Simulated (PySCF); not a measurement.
**19F chemical shifts**

Relativity neglected, equivalent nuclei averaged, a single conformation, gas phase. GFN2-xTB structure; GIAO PBE0/pcSseg-1 shieldings; PySCF 2.14.0 with density-fitted response routines.

Shieldings were converted by a linear fit to measured shifts: 19F: δ = 146.13 − 0.903σ +14.6 on sp3 carbon (rms 6.0 ppm, 223 shifts, 7.0 ppm with the 5 outliers that the fit left out vs CFCl3, solution or neat liquid). Occasional misses reach two or three times the rms, and more in compound classes unlike the fitted ones.

Q: Give the 19F shifts of `N[SiH2]CCNCC(F)(F)F`, `CCCCOC(F)F`, `COc1nccpc1F`, `N[SiH](N)CCCC(F)(F)F`.

A: 
| compound | environment | δ (ppm) |
| --- | --- | --- |
| N[SiH2]CCNCC(F)(F)F | fluorine of a CF3 group (×3) | -71.1 |
| CCCCOC(F)F | fluorine of a CF2 group (×2) | -75.6 |
| COc1nccpc1F | aryl fluorine | -111.5 |
| N[SiH](N)CCCC(F)(F)F | fluorine of a CF3 group (×3) | -71.0 |

Q: Order these by 19F shift, lowest first.
A. C[C@H](CC(F)(F)F)[SiH](N)N
B. O=Cc1ccc(CF)cc1
C. CC(=O)c1ccccc1F
D. FC[Si]([SiH3])([SiH3])CS[SiH3]
E. CC[C@@H](C)/P=C\F
F. Fc1ccc(Cl)cp1

A: D (-250.7 ppm, fluorine on an sp3 carbon), B (-232.3 ppm, fluorine on an sp3 carbon), C (-107.6 ppm, aryl fluorine), F (-83.5 ppm, aryl fluorine), A (-65.3 ppm, fluorine of a CF3 group), E (-44.4 ppm, fluorine bonded to C).
